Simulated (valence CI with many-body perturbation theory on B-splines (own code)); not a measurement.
Results of a calculation; reference values are marked as such.
## Hyperfine factors and g values of Sm¹¹⁺

Level of theory: valence CI with perturbative core correlation (CI+MBPT): five valence electrons over a frozen Dirac-Fock core [Kr] 4d10, a basis of 7 s, 7 p, 7 d, 7 f, 4 g, 2 h functions for each j, with the one-electron correlation potential Σ1 (screened to all orders), the two-electron term Σ2, the three-electron term Σ3, Breit, model QED; selected single and double excitations, second order for the rest, scaled by the run's own slope (own B-spline code, finite nucleus).

No measured spectrum was set against this ion. As an estimate, terms of the open shell hold to a few per cent of their energy, and close levels can change places. Among the levels kept, up to 2300 cm⁻¹ of a level comes from second order outside the variational space, and about a tenth of that is noise between levels of different J, which matters for small intervals.

A/g_I is the dipole constant over the nuclear g factor μ/I (μ in nuclear magnetons, uniformly magnetised nucleus), B/Q the quadrupole constant per barn. Both hold the static response of the core; the bare values leave it out. Large factors of s and p1/2 electrons are usually good to 5 to 10 %; those of open d and f shells near neutrality can be off by tens of per cent, and small factors of p3/2, d and f electrons come from cancelling terms and can be off by a factor of two or in sign, in half-filled shells by more. B is blank for J = 1/2, where it vanishes, and for nearly pure S terms. Energies count from the lowest level.

Names give the largest LS component (configuration and term), which can be under half, so a name can repeat, a term be missing and a line seem to break the LS rules; names also repeat where a configuration has a term twice. Letters in brackets count levels of one name in rising energy.

```csv
Level,E (cm⁻¹),g,A/g_I (MHz),A/g_I bare,B/Q (MHz/b),B/Q bare
4f3.5s2 4I°_9/2,0.0,0.733,1070,944,544,453
4f3.5s2 4I°_11/2,3222,0.965,822,874,565,454
4f3.5s2 4I°_13/2,6585,1.106,674,836,631,495
4f3.5s2 4I°_15/2,10005,1.197,582,818,730,564
4f3.5s2 4F°_3/2,17760,0.437,1260,852,-378,-306
4f3.5s2 2H°_9/2 [a],18945,0.992,858,960,-502,-410
4f3.5s2 4F°_5/2,19591,1.032,709,796,-354,-291
4f3.5s2 4F°_7/2,21139,1.202,581,823,-680,-565
4f3.5s2 4S°_3/2,21158,1.940,-123,733,,
4f3.5s2 4F°_9/2,23203,1.237,557,830,-626,-517
4f3.5s2 2H°_11/2 [a],24534,1.098,652,796,-141,-129
4f3.5s2 2G°_7/2 [a],26634,0.946,833,865,-174,-130
4f3.5s2 4G°_5/2,26802,0.575,1180,899,-93.4,-66.9
4f3.5s2 2K°_13/2,29353,0.935,839,864,1900,1540
4f3.5s2 4G°_7/2,29853,0.961,758,777,-480,-396
4f3.5s2 4G°_9/2,30672,1.145,636,830,138,116
4f3.5s2 2D°_3/2 [a],32576,1.056,623,706,-196,-157
4f3.5s2 2K°_15/2,32722,1.061,705,828,2040,1640
4f3.5s2 2G°_9/2 [a],33099,1.137,587,752,-705,-576
4f3.5s2 4G°_11/2,34082,1.257,535,825,-33.3,-41.9
4f3.5s2 2P°_1/2,35854,0.618,1740,1760,,
4f3.5s2 2D°_5/2 [a],36810,1.194,588,822,-927,-751
4f3.5s2 2P°_3/2,41016,1.093,613,737,-412,-325
4f3.5s2 4D°_3/2,43956,1.120,788,1020,128,109
4f3.5s2 4D°_5/2,44092,1.316,563,937,604,489
4f3.5s2 2I°_11/2,44483,0.952,785,809,1340,1070
4f3.5s2 4D°_1/2,45156,0.043,2100,1550,,
4f3.5s2 2L°_15/2,45770,0.947,786,805,3170,2570
4f3.5s2 2I°_13/2,46845,1.074,715,858,1220,985
4f3.5s2 4D°_7/2,47923,1.423,299,692,1640,1310
4f3.5s2 2L°_17/2,48155,1.058,704,825,3380,2730
4f3.5s2 2H°_9/2 [b],50367,0.911,829,813,743,604
4f3.5s2 2D°_3/2 [b],52133,0.882,787,724,286,224
4f3.5s2 2H°_11/2 [b],52812,1.064,675,791,580,473
4f3.5s2 2D°_5/2 [b],53569,1.162,675,904,394,303
4f2.5s2.5p 4I°_9/2,54625,0.806,4450,4210,671,500
4f3.5s2 2F°_5/2 [a],59992,0.943,836,860,926,751
4f2.5s2.5p 4H°_7/2,60434,0.781,-1940,-1790,-966,-984
4f3.5s2 2F°_7/2 [a],62185,1.144,627,814,348,266
4f2.5s2.5p 4I°_11/2,62279,1.011,3370,3290,-654,-741
```

Take the isotope of mass number 149, with I = 7/2, μ = -0.6677 μN and Q = 0.075 b. What is the hyperfine structure of 4f3.5s2 4I°_15/2?

From the table A = -111 MHz, B = 54.7 MHz. Shifts from the centre of gravity in MHz: F = 4: 3320, F = 5: 2760, F = 6: 2080, F = 7: 1300, F = 8: 404, F = 9: -594, F = 10: -1700, F = 11: -2900.
